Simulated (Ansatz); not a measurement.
Computed with Ansatz on PBE0-D4/def2-TZVP structures; ΔE is electronic, products minus reactants. CCSD(T)/CBS adds triple-zeta CCSD(T) − MP2 to the extrapolated MP2 energy (def2 sets, frozen cores). This one scheme is used for every species. DFT in def2-TZVPP. Elements past krypton have def2 core potentials. For Sn outer-core shells are correlated without core-valence functions, which leaves a few kJ/mol of doubt a bond. One conformer a species, not always the lowest.

`C[CH2][SnH2][F]` + `C[SiH2]O` → `CO[SiH2]C` + `[CH3][SnH2][F]`  (substitution at a C–C bond)

`C[CH2][SnH2][F]`:

```xyz
11

C    -0.510    0.808    1.144
C    -0.437    0.622   -0.365
Sn    0.607   -1.160   -0.913
F     2.304   -0.973   -0.002
H    -1.065   -0.002    1.625
H    -1.014    1.745    1.399
H     0.485    0.835    1.591
H    -1.434    0.578   -0.814
H     0.091    1.451   -0.843
H    -0.052   -2.595   -0.263
H     1.026   -1.310   -2.561
```

`C[SiH2]O`:

Cartesian coordinates in Å:
```
C -0.168 1.161 -0.001
Si 0.361 -0.600 0.299
O -0.712 -1.698 -0.309
H 0.545 1.853 0.456
H -1.153 1.352 0.431
H -0.213 1.389 -1.070
H 0.419 -0.887 1.754
H 1.712 -0.807 -0.299
H -0.792 -1.763 -1.261
```

`CO[SiH2]C`:

Z-matrix (Å, degrees):
```
C
O 1 1.406
H 1 1.092 2 108.4
H 1 1.097 2 111.7 3 -119.3
H 1 1.096 2 111.6 3 119.1
Si 2 1.646 1 122.9 3 170.6
C 6 1.864 2 112.5 1 66.4
H 6 1.493 2 109.3 1 -54.7
H 6 1.483 2 105.4 1 -172.6
H 7 1.093 6 111.6 2 -62.6
H 7 1.093 6 111.1 2 58.5
H 7 1.094 6 110.0 2 178.1
```

`[CH3][SnH2][F]`:

```xyz
8

C     0.538   -0.295   -0.990
Sn   -0.564    0.176    0.763
F     0.688    1.148    1.867
H     0.854    0.627   -1.478
H     1.417   -0.877   -0.717
H    -0.076   -0.874   -1.681
H    -1.004   -1.173    1.711
H    -1.853    1.268    0.525
```

| level | ΔE (kJ/mol) |
| --- | --- |
| CAM-B3LYP-D4 | 36.5 |
| BLYP | 35.5 |
| CCSD/def2-SVP | 36.8 |
| CCSD/def2-TZVPP | 42.4 |

(1) What does CCSD(T)/CBS give? (An estimate is asked.)

(2) What do rigid-rotor, harmonic-oscillator terms from PBE0-D4/def2-TZVP frequencies (298.15 K, 1 bar) make of the CCSD(T)/CBS value? (An estimate is asked.)

Largest T1 diagnostic among the species: 0.013.

Results:

(1) Ansatz gave: +45.7 kJ/mol. The listed levels differ from it by -9.2, -10.2, -8.9, -3.3 kJ/mol.

(2) The calculation gave: ΔZPE = -1.1 kJ/mol, ΔH = +45.2 kJ/mol, ΔS = 9 J/(mol·K), ΔG = +42.7 kJ/mol. Modes under 50 cm⁻¹ make the entropy rough.

At CCSD(T), def2-SVP lies −8.6 kJ/mol from the extrapolated value and def2-TZVPP −2.5 kJ/mol. In def2-TZVPP, CCSD(T) changes the Hartree–Fock value by +12.2 kJ/mol (the triples alone add +0.8 kJ/mol) and MP2 by +17.5 kJ/mol. Leaving LDA and LC-ωPBE aside and taking each functional with its dispersion term where it has one, the values, not all of them listed here, spread over 8.6 kJ/mol, from BLYP-D4 to PBE-QIDH.
